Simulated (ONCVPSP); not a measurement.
## Logarithmic derivatives: hydrogen (H), ONCV

H (Z = 1), optimised norm-conserving Vanderbilt (ONCV), made with ONCVPSP 4.0.1 (PBE, scalar-relativistic). Core none, reference 1s0.5 (charge +0.5). Waves: 1s: rc 0.85 bohr, ncon 4, nbas 7, qcut 9.8 1/bohr, 2 projectors, debl 2.8 Ha; p scattering state at 0.19 Ha: rc 0.80 bohr, ncon 5, nbas 10, qcut 9.9 1/bohr, 3 projectors, debl 3.1 Ha. Local part: polynomial inside 0.75 bohr (lpopt 5, dvloc0 0 Ha). Core correction: none.

The phase is arctan(r·R′/R) of the radial function R(r), unwrapped; energies in Ha, scanned from -2 to 5 Ha. A pole is an energy at which the radial function vanishes at the test radius. The pseudo phase is shifted by a multiple of π to meet the all-electron one at the reference energy, and phase errors are pseudo minus all-electron; the curves can meet again beyond the range given. Levels narrower than the energy grid can be missing from the lists of poles.

| channel | radius (bohr) | reference energy (Ha) | poles, all-electron | poles, pseudo | unbroken range about the reference energy with phases within 0.05 rad | phase error 1 Ha above the reference energy (rad) |
| --- | --- | --- | --- | --- | --- | --- |
| s | 0.86 | -0.47 | 3.60 | 3.60 | the whole range | -0.000 |
| p | 0.81 | 0.19 | none | none | the whole range | -0.001 |

Phases in the p channel:

| E (Ha) | all-electron | pseudo |
| --- | --- | --- |
| -1.98 | 0.840 | 0.839 |
| -1.80 | 0.818 | 0.818 |
| -1.62 | 0.795 | 0.794 |
| -1.44 | 0.770 | 0.770 |
| -1.26 | 0.744 | 0.744 |
| -1.08 | 0.716 | 0.716 |
| -0.90 | 0.686 | 0.686 |
| -0.72 | 0.655 | 0.654 |
| -0.54 | 0.621 | 0.620 |
| -0.36 | 0.585 | 0.584 |
| -0.18 | 0.546 | 0.545 |
| 0.00 | 0.504 | 0.504 |
| 0.18 | 0.460 | 0.460 |
| 0.36 | 0.413 | 0.413 |
| 0.54 | 0.364 | 0.363 |
| 0.72 | 0.311 | 0.310 |
| 0.90 | 0.255 | 0.255 |
| 1.08 | 0.197 | 0.196 |
| 1.26 | 0.136 | 0.135 |
| 1.44 | 0.072 | 0.071 |
| 1.62 | 0.007 | 0.006 |
| 1.80 | -0.059 | -0.060 |
| 1.98 | -0.127 | -0.128 |
| 2.16 | -0.195 | -0.196 |
| 2.34 | -0.263 | -0.264 |
| 2.52 | -0.329 | -0.330 |
| 2.70 | -0.395 | -0.396 |
| 2.88 | -0.458 | -0.459 |
| 3.06 | -0.519 | -0.520 |
| 3.24 | -0.578 | -0.579 |
| 3.42 | -0.634 | -0.634 |
| 3.60 | -0.687 | -0.687 |
| 3.78 | -0.737 | -0.737 |
| 3.96 | -0.784 | -0.784 |
| 4.14 | -0.828 | -0.829 |
| 4.32 | -0.870 | -0.870 |
| 4.50 | -0.909 | -0.909 |
| 4.68 | -0.945 | -0.946 |
| 4.86 | -0.980 | -0.980 |
